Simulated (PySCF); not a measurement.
How methods differ on the ionisation energy of Sc⁺

Sc⁺ [Ar] 3d1 4s1 (3D) → Sc²⁺ [Ar] 3d1 (2D), as a difference of total energies. Computed with PySCF 2.14 in aug-cc-pVDZ (7s6p4d2f, 59 functions), with no relativity, point nucleus. Correlated levels: valence: [Ar] frozen. The calculations carry no spin-orbit coupling.

```json
{"method": "UHF", "ionisation energy (eV)": "12.166"}
{"method": "LDA", "ionisation energy (eV)": "13.206"}
{"method": "PBE", "ionisation energy (eV)": "13.050"}
{"method": "PBE0", "ionisation energy (eV)": "12.879"}
{"method": "r2SCAN", "ionisation energy (eV)": "12.816"}
{"method": "TPSSh", "ionisation energy (eV)": "12.707"}
{"method": "revPBE", "ionisation energy (eV)": "12.939"}
{"method": "PW91", "ionisation energy (eV)": "13.092"}
```

Task: Estimate what SCS-MP2 (valence) gives.

Result: 12.189 eV, closest to UHF among the rows shown.

Task: Estimate what MP2 (valence) gives.

Result: 12.234 eV, closest to UHF among the rows shown.

These non-relativistic numbers lack the scalar-relativistic shift.

Errors of the correlated levels include the incompleteness of this basis and the frozen core.

For comparison: 12.800 eV (measured; NIST Atomic Spectra Database, ionization energies).
